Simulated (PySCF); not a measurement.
# `CS[Si@@H](F)N[SiH3]`: 4 charge schemes on one density

CH8FNSSi2.
Geometry (GFN2-xTB, Å), atoms numbered from 1 in this order:
```xyz
14
CH8FNSSi2 angstrom
C      3.0970   -0.0346    0.2034
S      1.6915   -0.5214    1.2514
Si     0.1161    0.2945    0.0730
F      0.2895   -0.2010   -1.4520
N     -1.3466   -0.3080    0.7064
Si    -2.9262   -0.1225    0.0032
H      2.9508   -0.4183   -0.8007
H      3.9862   -0.4719    0.6445
H      3.1818    1.0474    0.1894
H      0.2126    1.7360   -0.0553
H     -1.2902   -0.7814    1.5918
H     -2.9505   -0.7713   -1.3053
H     -3.1832    1.3114   -0.1396
H     -3.8293   -0.7593    0.9582
```

Density: PBE0/pcSseg-1 (PySCF); schemes: Mulliken, IAO, Hirshfeld and ESP-fitted. Isolated species at its GFN2-xTB geometry (one conformer only).

**Question.** Which atoms carry the highest charge in the Mulliken, IAO, Hirshfeld and ESP-fitted schemes?

**Answer.** All schemes agree: Mulliken Si3 (+1.083); IAO Si3 (+1.211); Hirshfeld Si3 (+0.416); ESP-fitted Si3 (+0.562).

**Question.** At which atom do the 4 schemes differ most?

**Answer.** At Si3: from +0.416 (Hirshfeld) to +1.211 e (IAO), 0.795 e apart.

**Question.** For which atoms does the sign change between the 4 schemes (beyond +0.03 e in one, beyond −0.03 e in another)?

**Answer.** For none.

**Question.** Tabulate the Mulliken, IAO, Hirshfeld and ESP-fitted charges.

**Answer.** In e:

| atom | environment | Mulliken | IAO | Hirshfeld | ESP-fitted |
| --- | --- | --- | --- | --- | --- |
| C1 | S-methyl carbon | -0.402 | -0.496 | -0.112 | -0.288 |
| S2 | sulfur bonded to C and Si | -0.343 | -0.199 | -0.104 | -0.293 |
| Si3 | fluorine-bound silicon | +1.083 | +1.211 | +0.416 | +0.562 |
| F4 | silicon-bound fluorine | -0.423 | -0.542 | -0.204 | -0.236 |
| N5 | nitrogen bridging silicon atoms | -0.838 | -0.951 | -0.331 | -0.746 |
| Si6 | SiH3 silicon | +0.631 | +0.758 | +0.367 | +0.512 |
| H7 | methyl hydrogen | +0.165 | +0.165 | +0.048 | +0.130 |
| H8 | methyl hydrogen | +0.164 | +0.174 | +0.056 | +0.178 |
| H9 | methyl hydrogen | +0.155 | +0.157 | +0.048 | +0.116 |
| H10 | Si–H hydrogen | -0.129 | -0.170 | -0.081 | -0.056 |
| H11 | N–H hydrogen | +0.230 | +0.285 | +0.124 | +0.397 |
| H12 | Si–H hydrogen | -0.085 | -0.132 | -0.075 | -0.081 |
| H13 | Si–H hydrogen | -0.101 | -0.141 | -0.080 | -0.095 |
| H14 | Si–H hydrogen | -0.107 | -0.120 | -0.071 | -0.100 |

Mean size of the charges over all atoms: IAO 0.393 e, Mulliken 0.347 e, ESP-fitted 0.271 e, Hirshfeld 0.151 e. Each set sums to the total charge, 0, to within 0.001 e. The Hirshfeld scheme divides the density at each point in proportion to the densities of the neutral, spherically averaged free atoms. The IAO scheme counts the electrons in orthogonalised intrinsic atomic orbitals, a minimal basis polarised so that it spans the occupied orbitals exactly.

**Question.** How closely do the schemes follow one another over all atoms?

**Answer.** Correlation coefficient and root-mean-square difference: Mulliken with IAO 0.99, 0.084 e; IAO with Hirshfeld 0.98, 0.330 e; Mulliken with Hirshfeld 0.98, 0.269 e; Mulliken with ESP-fitted 0.96, 0.165 e; Hirshfeld with ESP-fitted 0.95, 0.166 e; IAO with ESP-fitted 0.95, 0.224 e.

**Question.** Sum the charges by element, for elements with more than one atom.

**Answer.** 
```tsv
element	atoms	Mulliken	IAO	Hirshfeld	ESP-fitted
Si	2	+1.714	+1.970	+0.783	+1.074
H	8	+0.293	+0.219	-0.033	+0.489
```

These values come from a run that also computed NMR shieldings. On x86-64 server, one thread, no GPU, on a shared host, this took 47 s.
